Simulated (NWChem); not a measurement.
System: 1,2,4-triazole (C$_{2}$H$_{3}$N$_{3}$); SMILES c1nc[nH]n1

The following NWChem deck was run.

```
start job
memory heap 200 mb stack 900 mb global 1100 mb
geometry units angstroms noautoz
  C      1.067683     0.358676     0.000000
  N      0.011089     1.225806     0.000000
  C     -1.035625     0.409132     0.000000
  N     -0.605617    -0.882493     0.000000
  N      0.743594    -0.937382     0.000000
  H      2.115559     0.685661     0.000000
  H     -2.095835     0.693582     0.000000
  H     -1.151445    -1.746665     0.000000
end
basis spherical
  * library def2-svp
end
dft
  xc scan
  grid coarse
  iterations 150
  mulliken
end
task dft gradient
```

NWChem printed, in part:

```
             Northwest Computational Chemistry Package (NWChem) 7.3.0
             --------------------------------------------------------

 CS  symmetry detected

                             Geometry "geometry" -> ""
                             -------------------------

 Output coordinates in angstroms (scale by  1.889725989 to convert to a.u.)

  No.       Tag          Charge          X              Y              Z
 ---- ---------------- ---------- -------------- -------------- --------------
    1 C                    6.0000     1.11902217     0.09279677     0.00000000
    2 N                    7.0000     0.29913540     1.18645623     0.00000000
    3 C                    6.0000    -0.91185454     0.64233308     0.00000000
    4 N                    7.0000    -0.80157132    -0.71451608     0.00000000
    5 N                    7.0000     0.49581727    -1.08890356     0.00000000
    6 H                    1.0000     2.21460812     0.16102226     0.00000000
    7 H                    1.0000    -1.87391534     1.17091236     0.00000000
    8 H                    1.0000    -1.53736800    -1.42396987     0.00000000

 Effective nuclear repulsion energy (a.u.)     164.5138643348

      Symmetry information
      --------------------

 Group name             Cs
 Group number              2
 Group order               2
 No. of unique centers     8

                                 NWChem DFT Module
                                 -----------------

 Summary of "ao basis" -> "ao basis" (spherical)
 ------------------------------------------------------------------------------
       Tag                 Description            Shells   Functions and Types
 ---------------- ------------------------------  ------  ---------------------
 C                          def2-svp                 6       14   3s2p1d
 N                          def2-svp                 6       14   3s2p1d
 H                          def2-svp                 3        5   2s1p

      Symmetry analysis of basis
      --------------------------

        a'         62
        a"         23

            General Information
            -------------------
          SCF calculation type: DFT
          Wavefunction type:  closed shell.
          No. of atoms     :     8
          No. of electrons :    36
           Alpha electrons :    18
            Beta electrons :    18
          Charge           :     0
          Spin multiplicity:     1
          Use of symmetry is: on ; symmetry adaption is: on
          Maximum number of iterations: 150
          AO basis - number of functions:    85
                     number of shells:    39
          Convergence on energy requested:  1.00D-06
          Convergence on density requested:  1.00D-05
          Convergence on gradient requested:  5.00D-04

              XC Information
              --------------
                         SCAN Method XC Functional
                  SCAN metaGGA Exchange Functional  1.000
                        SCAN Correlation Potential  1.000

             Grid Information
             ----------------
          Grid used for XC integration:  coarse
          Radial quadrature: Mura-Knowles
          Angular quadrature: Lebedev.
          Tag              B.-S. Rad. Rad. Pts. Rad. Cut. Ang. Pts.
          ---              ---------- --------- --------- ---------
          C                   0.70       35           9.0       302
          N                   0.65       35           9.0       302
          H                   0.35       35          11.0       302
          Grid pruning is: on
          Number of quadrature shells:   280
          Spatial weights used:  Erf1

      Superposition of Atomic Density Guess
      -------------------------------------

 Sum of atomic energies:        -239.48000286

      Non-variational initial energy
      ------------------------------

 Total energy =    -242.571689
 1-e energy   =    -649.909751
 2-e energy   =     242.824198
 HOMO         =      -0.275782
 LUMO         =       0.038685

      Symmetry analysis of molecular orbitals - initial
      -------------------------------------------------

  Numbering of irreducible representations:

     1 a'          2 a"

  Orbital symmetries:

     1 a'          2 a'          3 a'          4 a'          5 a'
     6 a'          7 a'          8 a'          9 a'         10 a'
    11 a'         12 a"         13 a'         14 a'         15 a'
    16 a"         17 a'         18 a"         19 a"         20 a"
    21 a'         22 a'         23 a'         24 a'         25 a'
    26 a'         27 a'         28 a'

     ---------------------------------------------
      Total Density - Mulliken Population Analysis
     ---------------------------------------------

    Atom       Charge   Shell Charges
 -----------   ------   -------------------------------------------------------
    1 C    6     5.73   1.99  0.95  0.24  1.78  0.69  0.07
    2 N    7     7.62   1.99  1.09  0.55  2.44  1.52  0.03
    3 C    6     5.61   1.99  0.94  0.25  1.75  0.61  0.07
    4 N    7     7.06   1.99  1.00  0.41  2.28  1.34  0.03
    5 N    7     7.37   1.99  1.09  0.57  2.30  1.39  0.03
    6 H    1     0.92   0.68  0.22  0.02
    7 H    1     0.91   0.67  0.23  0.02
    8 H    1     0.77   0.60  0.13  0.04

   convergence    iter        energy       DeltaE   RMS-Dens  Diis-err
 ---------------- ----- ----------------- --------- --------- ---------
 d= 0,ls=0.0,diis     1   -241.8886270425 -4.06D+02  1.55D-02  6.42D-01
 d= 0,ls=0.0,diis     2   -241.7568755507  1.32D-01  1.10D-02  1.83D+00
 d= 0,ls=0.0,diis     3   -241.9619233778 -2.05D-01  2.90D-03  8.37D-02
 d= 0,ls=0.0,diis     4   -241.9692601776 -7.34D-03  1.30D-03  1.92D-02
 d= 0,ls=0.0,diis     5   -241.9714902734 -2.23D-03  3.80D-04  1.80D-03
  Resetting Diis
 d= 0,ls=0.0,diis     6   -241.9716804923 -1.90D-04  1.70D-04  2.43D-04
 d= 0,ls=0.0,diis     7   -241.9717026135 -2.21D-05  2.27D-04  7.26D-05
 d= 0,ls=0.0,diis     8   -241.9716532227  4.94D-05  1.65D-04  4.61D-04
 d= 0,ls=0.0,diis     9   -241.9717114088 -5.82D-05  1.46D-05  3.19D-06
 d= 0,ls=0.0,diis    10   -241.9717117861 -3.77D-07  3.98D-06  1.45D-07

         Total DFT energy =     -241.971711786091
      One electron energy =     -652.710652831900
           Coulomb energy =      278.768320337985
    Exchange-Corr. energy =      -32.543243626931
 Nuclear repulsion energy =      164.513864334754

 Numeric. integr. density =       35.999981152507

                  Occupations of the irreducible representations
                  ----------------------------------------------

                     irrep           alpha         beta
                     --------     --------     --------
                     a'               15.0         15.0
                     a"                3.0          3.0

                       DFT Final Molecular Orbital Analysis
                       ------------------------------------

 Vector   16  Occ=2.000000D+00  E=-2.834098D-01  Symmetry=a"
              MO Center=  1.5D-02,  3.4D-01, -1.3D-15, r^2= 2.0D+00
   Bfn.  Coefficient  Atom+Function         Bfn.  Coefficient  Atom+Function
  ----- ------------  ---------------      ----- ------------  ---------------
    20      0.424992  2 N  pz                48     -0.355076  4 N  pz
    23     -0.292182  2 N  pz                51      0.281717  4 N  pz
     6     -0.203726  1 C  pz                62     -0.165852  5 N  pz
    34     -0.148718  3 C  pz                 9     -0.130620  1 C  pz
    65      0.119229  5 N  pz                37     -0.101768  3 C  pz

 Vector   17  Occ=2.000000D+00  E=-2.518004D-01  Symmetry=a"
              MO Center=  1.5D-01, -2.4D-01,  4.3D-17, r^2= 2.1D+00
   Bfn.  Coefficient  Atom+Function         Bfn.  Coefficient  Atom+Function
  ----- ------------  ---------------      ----- ------------  ---------------
    62      0.375150  5 N  pz                34      0.338401  3 C  pz
     6     -0.332433  1 C  pz                65     -0.274859  5 N  pz
    37      0.235181  3 C  pz                 9     -0.226445  1 C  pz
    48     -0.212463  4 N  pz                51      0.158730  4 N  pz
    20     -0.059936  2 N  pz                23      0.039546  2 N  pz

 Vector   18  Occ=2.000000D+00  E=-2.481595D-01  Symmetry=a'
              MO Center=  3.7D-01,  5.2D-01,  4.1D-15, r^2= 2.4D+00
   Bfn.  Coefficient  Atom+Function         Bfn.  Coefficient  Atom+Function
  ----- ------------  ---------------      ----- ------------  ---------------
    19      0.459184  2 N  py                61      0.342371  5 N  py
    22     -0.313035  2 N  py                64     -0.239601  5 N  py
    17     -0.204832  2 N  s                  5      0.188365  1 C  py
    16     -0.177922  2 N  s                 30      0.162116  3 C  s
    45     -0.162030  4 N  s                 44     -0.121956  4 N  s

[...]

                         DFT ENERGY GRADIENTS

    atom               coordinates                        gradient
                 x          y          z           x          y          z
   1 C       2.114645   0.175360   0.000000    0.006088   0.003831   0.000000
   2 N       0.565284   2.242077   0.000000    0.005913   0.012532   0.000000
   3 C      -1.723155   1.213834   0.000000   -0.007758   0.002375   0.000000
   4 N      -1.514750  -1.350240   0.000000   -0.000323  -0.004926   0.000000
   5 N       0.936959  -2.057729   0.000000    0.001025  -0.013174   0.000000
   6 H       4.185003   0.304288   0.000000    0.007117   0.000304   0.000000
   7 H      -3.541187   2.212704   0.000000   -0.006373   0.003753   0.000000
   8 H      -2.905204  -2.690913   0.000000   -0.005689  -0.004694   0.000000
```

Level: SCAN/def2-SVP. All runs use the structure optimised with PBE-D3(BJ)/def2-SVP.
